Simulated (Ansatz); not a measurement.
A structure relaxed at r2SCAN/def2-SVP in Ansatz, charge 1, doublet:

```xyz
6

Mg    0.490    1.524    1.434
Mg    0.020   -1.535    1.509
Mg    1.945   -0.313   -0.734
Mg    0.316   -0.121   -3.295
Zn   -0.818    0.111   -0.609
Zn   -1.953    0.335    1.695
```

**Question.** Give its formula and point group.

**Answer.** the cluster Mg4Zn2⁺. Point group Cs (tolerance 0.1 Å).

**Question.** Summarise the bond lengths by kind (pairs closer than 1.2 times the sum of covalent radii, bridged metal pairs left out).

**Answer.** 6 × Mg–Zn 2.73 to 2.92 Å; 4 × Mg–Mg 3.04 to 3.20 Å; 1 × Zn–Zn 2.58 Å.

The relaxation made no stability test and no search for a lower SCF solution. Another isomer (doublet) lies 0.24 eV lower at PBE0/def2-TZVP; other spin states weren't run for this one.
